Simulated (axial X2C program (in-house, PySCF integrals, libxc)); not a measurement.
# Ω levels of IPdI from open-shell CI on d8 s0

Calculated with an axial X2C code built on PySCF integrals: two-component X2C with atomic mean-field Coulomb and Gaunt terms, basis I dyall-v4z, Pd dyall-v4z (cores contracted in-house). Orbitals come from Hartree–Fock averaged over the configuration Pd d8 s0; CI then distributes these electrons over the d, s shells of Pd.

I–Pd–I held linear, both bonds 2.627 Å (near the minimum of the configuration average).

Active spinors (ω > 0):

```json
{"shell": "d", "ω": "3/2", "ε (eV)": "-15.05", "character": "100% Pd d"}
{"shell": "d", "ω": "5/2", "ε (eV)": "-14.64", "character": "100% Pd d"}
{"shell": "d", "ω": "1/2", "ε (eV)": "-13.62", "character": "87% Pd d, 10% I p"}
{"shell": "d", "ω": "3/2", "ε (eV)": "-13.07", "character": "84% Pd d, 14% I p"}
{"shell": "d", "ω": "1/2", "ε (eV)": "-12.60", "character": "72% Pd d, 14% I p, 13% Pd s"}
{"shell": "s", "ω": "1/2", "ε (eV)": "0.55", "character": "70% Pd s, 16% Pd d, 8% I p"}
```

Lowest levels of this model:

```json
{"Ω": "2", "energy (cm⁻¹)": "0", "g∥": "5.26", "configuration": "100% d8"}
{"Ω": "1", "energy (cm⁻¹)": "160", "g∥": "2.15", "configuration": "100% d8"}
{"Ω": "3", "energy (cm⁻¹)": "278", "g∥": "7.94", "configuration": "100% d8"}
{"Ω": "0", "energy (cm⁻¹)": "451", "g∥": "0.00", "configuration": "100% d8"}
{"Ω": "4", "energy (cm⁻¹)": "2132", "g∥": "10.00", "configuration": "100% d8"}
{"Ω": "0", "energy (cm⁻¹)": "2423", "g∥": "0.00", "configuration": "100% d8"}
{"Ω": "2", "energy (cm⁻¹)": "2534", "g∥": "4.70", "configuration": "100% d8"}
{"Ω": "1", "energy (cm⁻¹)": "3112", "g∥": "1.77", "configuration": "100% d8"}
{"Ω": "0", "energy (cm⁻¹)": "4017", "g∥": "0.00", "configuration": "100% d8"}
{"Ω": "1", "energy (cm⁻¹)": "4153", "g∥": "2.12", "configuration": "100% d8"}
{"Ω": "3", "energy (cm⁻¹)": "4888", "g∥": "6.06", "configuration": "100% d8"}
{"Ω": "2", "energy (cm⁻¹)": "7022", "g∥": "2.15", "configuration": "100% d8"}
{"Ω": "0", "energy (cm⁻¹)": "7516", "g∥": "0.00", "configuration": "100% d8"}
{"Ω": "1", "energy (cm⁻¹)": "9244", "g∥": "1.97", "configuration": "100% d8"}
{"Ω": "2", "energy (cm⁻¹)": "12168", "g∥": "5.61", "configuration": "100% d8"}
{"Ω": "0", "energy (cm⁻¹)": "13502", "g∥": "0.00", "configuration": "100% d8"}
{"Ω": "0", "energy (cm⁻¹)": "13515", "g∥": "0.00", "configuration": "100% d8"}
{"Ω": "0", "energy (cm⁻¹)": "17841", "g∥": "0.00", "configuration": "100% d8"}
{"Ω": "3", "energy (cm⁻¹)": "20892", "g∥": "6.01", "configuration": "100% d8"}
{"Ω": "0", "energy (cm⁻¹)": "21300", "g∥": "0.00", "configuration": "100% d8"}
```

g∥ is the magnitude of 2⟨Lz + ge Sz⟩ for the +Ω component.

Problem. From Ω and g∥ of the lowest level, whose 2⟨Lz + ge Sz⟩ is positive, find ⟨Sz⟩ and ⟨Lz⟩ (ge = 2.0023).

Solution. Ω = ⟨Lz⟩ + ⟨Sz⟩ = 2 and ⟨Lz⟩ + ge⟨Sz⟩ = 2.630, so ⟨Sz⟩ = 0.63 and ⟨Lz⟩ = 1.37.

Occupations of the active spinors in the lowest level by ω, shell by shell in order of energy: -5/2: 0.63; -3/2: 0.87 0.50; -1/2: 0.97 0.39 0.00; 1/2: 0.79 0.85 0.00; 3/2: 1.00 1.00; 5/2: 1.00. The leading determinant has weight 0.48 among 60.

This point took 29 s on 1 thread of Arm Neoverse V2, with other jobs on the host.

Dynamic correlation is missing, so gaps between terms are too wide and other configurations may lie lower; the lowest level listed is that of this model, not necessarily the ground state. For d shells the ligand-field splittings (σ, π, δ) and their order can be off by a thousand cm⁻¹ or more. At most 4 roots were kept for each Ω > 0 (twice that for Ω = 0) within 3.2 eV of the lowest, so higher up levels can be missing between those listed; levels with Ω > 0 are doubly degenerate and listed once, Ω = 0 levels singly. Some active spinors are only partly of the character that their shell is named for, so the shell names and counts are nominal. States that fill the shells left empty in the average are placed too high. The molecule was held linear; bending was not examined.
